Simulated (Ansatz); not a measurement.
```yaml
crystal:
  periodic: [true, true, true]
  atoms:
    - {symbol: C, position_ang: [-1.935890, -0.344959, -0.711262]}
    - {symbol: O, position_ang: [-0.445147, 0.161024, -0.622241]}
    - {symbol: Si, position_ang: [0.678483, -0.197747, 0.797534]}
    - {symbol: N, position_ang: [2.423046, 0.382148, 0.254596]}
    - {symbol: H, position_ang: [-2.333195, -0.162872, -1.852918]}
    - {symbol: H, position_ang: [-2.029741, -1.540645, -0.451411]}
    - {symbol: H, position_ang: [-2.663579, 0.278020, 0.055714]}
    - {symbol: H, position_ang: [0.300484, 0.716108, 2.159852]}
    - {symbol: H, position_ang: [3.174615, 0.696723, 1.034686]}
    - {symbol: H, position_ang: [2.923884, -0.045033, -0.661301]}
basis:
  gaussian: {orbitals: x2c-TZVPPall}
magnetization: {spin_polarized: true, initial_magnetization: 1}
hamiltonian: {xc: {name: r2SCAN}, dispersion: rvv10}
output: {forces: true}
```

```sh
$ ansatz run in.yaml --threads 2 --pin off --events-out ev --progress --plain --max-ram 32768MiB --backend cpu
```

Shortened log:

```
Error: YAML parse error: error: line 2 column 3: crystal: missing field `lattice` (a structure is typed as `lattice` and `atoms`, a molecule's as `atoms` in Å alone, or read from a run's directory, `checkpoint`)
 --> <input>:2:3
1 | crystal:
2 |   periodic: [true, true, true]
3 |   atoms:
4 |     - {symbol: C, position_ang: [-1.935890, -0.344959, -0.711262]}
```

Something in this input is off. What?

The molecule is marked periodic without a cell. The program refused the input.
